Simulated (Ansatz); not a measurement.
One change: `[Cl][AlH][GeH3]` becomes `[AlH2][Cl]`.

Ansatz, PBE0-D4/def2-TZVP geometries, multiplicity 1. 

Scalar relativity is left out up to krypton.

```json
{"property": "HOMO energy (B3LYP/def2-TZVPP) / eV", "`[Cl][AlH][GeH3]`": "-7.59"}
{"property": "HOMO–LUMO gap (B3LYP/def2-TZVPP) / eV", "`[Cl][AlH][GeH3]`": "5.44"}
{"property": "LUMO energy (PBE/def2-TZVPP) / eV", "`[Cl][AlH][GeH3]`": "-2.70"}
{"property": "LUMO energy (PBE0/def2-TZVPP) / eV", "`[Cl][AlH][GeH3]`": "-1.97"}
{"property": "HOMO energy (PBE0/def2-TZVPP) / eV", "`[Cl][AlH][GeH3]`": "-7.79"}
{"property": "size of the dipole moment (B3LYP/def2-TZVPP) / D", "`[Cl][AlH][GeH3]`": "1.15"}
```

(1) What does the change do to each property? (Best estimate.)

## Answers

(1) Computed: 
| property | `[AlH2][Cl]` | shift |
| --- | --- | --- |
| HOMO energy (B3LYP/def2-TZVPP) / eV | -8.36 | -0.77 |
| HOMO–LUMO gap (B3LYP/def2-TZVPP) / eV | 6.51 | 1.07 |
| LUMO energy (PBE/def2-TZVPP) / eV | -2.40 | 0.30 |
| LUMO energy (PBE0/def2-TZVPP) / eV | -1.64 | 0.33 |
| HOMO energy (PBE0/def2-TZVPP) / eV | -8.58 | -0.79 |
| size of the dipole moment (B3LYP/def2-TZVPP) / D | 1.21 | 0.06 |

With PBE0 the HOMO falls by 0.79 eV and the LUMO rises by 0.33 eV, so the gap widens by about 1.12 eV. PBE moves the HOMO by -0.59 eV and ωB97M-V by -0.98 eV. Dipoles are sizes alone; their direction can turn.

B3LYP here is the variant with VWN-RPA as its local correlation; programs differ in this.
